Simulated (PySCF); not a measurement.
# Two-dimensional NMR puzzle

Compound of formula C7H8O2Si. Correlations simulated from computed shifts and the bond graph:

HSQC (one-bond C–H):
| δH | δC |
| --- | --- |
| 5.62 | 84.7 |
| 2.23 | 5.7 |

HMBC (two and three bonds, from the bond graph):
| δH | δC |
| --- | --- |
| 5.62 | 234.3, 97.4 |
| 5.22 | 236.5, 97.4 |
| 2.23 | 103.7, 76.3 |

Carbons without hydrogens: δ 236.5, 234.3, 103.7, 97.4, 76.3.

Method: shielding tensors at PBE0/pcSseg-1 (GIAO), geometry: GFN2-xTB, in PySCF 2.14.0 with density-fitted response routines (no relativistic terms, rapidly exchanging positions averaged, one conformer, in vacuum).

Referencing at the same level of theory: ¹H (31.72 ppm), ¹³C (186.93 ppm) vs TMS.

Exchangeable hydrogens are left out of these lists.

Which molecule is this?

Results:

`C=C=C(C#CC)C(=O)[SiH2]O`.

Atom-mapped SMILES (the numbers label the heavy atoms): `[CH2:1]=[C:2]=[C:3]([C:4]#[C:5][CH3:6])[C:7](=[O:8])[SiH2:9][OH:10]`. Hydrogens are named by the atom that carries them.

- δC 236.5 is C7, a carbonyl carbon.
- δC 234.3 is C2, a central carbon of an allene.
- δC 103.7 is C5, an alkyne carbon.
- δC 97.4 is C3, a terminal carbon of a cumulated C=C=C unit.
- δC 84.7 is C1, a terminal carbon of a cumulated C=C=C unit (δH 5.62).
- δC 76.3 is C4, an alkyne carbon.
- δC 5.7 is C6, a propargylic methyl carbon (δH 2.23).
- HMBC from δH 5.62 reaches the proton-free carbons C2, C3.
- HMBC from δH 5.22 reaches the proton-free carbons C7, C3.
- HMBC from δH 2.23 reaches the proton-free carbons C5, C4.

The data come from this structure; uniqueness wasn't tested.

OH and NH positions are those of a molecule without intermolecular hydrogen bonds; in solution they move with solvent, concentration and temperature, and exchange usually removes their couplings. Shifts are as computed. Against solution values, carbons near 30 ppm lie about +3 ppm off and those near 130 ppm about +5 ppm. Of 1211 compounds with measured shifts, 218 miss one by over three times the rms of a fit or turn the order of signals round; such compounds aren't used in these exercises.
